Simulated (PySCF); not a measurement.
## Relaxation of doublet [IrF3]+

Method: PySCF, UB3LYP, basis Ir def2-SVP with ECP60, F def2-SVP (scalar-relativistic core potentials, no spin–orbit coupling, density fitting). A (50,194) grid was used.

A start at or just off a symmetric point, pushed along the force that breaks its symmetry, of Cs symmetry, free to break it:

```xyz
4
charge 1 multiplicity 2, angstrom
Ir    0.0198    0.0002    0.0000
F     1.7162   -0.0006    0.0000
F    -0.9586    1.5493    0.0000
F    -0.9587   -1.5506    0.0000
```

Question: What does it relax to?

Answer: It ends at C2v with Ir–F 1.770 Å, Ir–F 1.792 Å (×2); F–Ir–F 107.1°, F–Ir–F 126.5° (×2) (after a last refinement on a finer grid). The frequency run here used a shortcut that can spoil soft modes, so no verdict on minimum or saddle point is given. Other isomers or separated fragments may lie lower.

Question: How much energy is released, and in how many steps?

Answer: 20.0 kJ/mol in 5 steps.

With open d or f shells other occupations or spin states may lie lower. At this level a quartet minimum of C2v symmetry lies 9 kJ/mol below this structure. No spin–orbit coupling is included, which matters more the heavier the element.
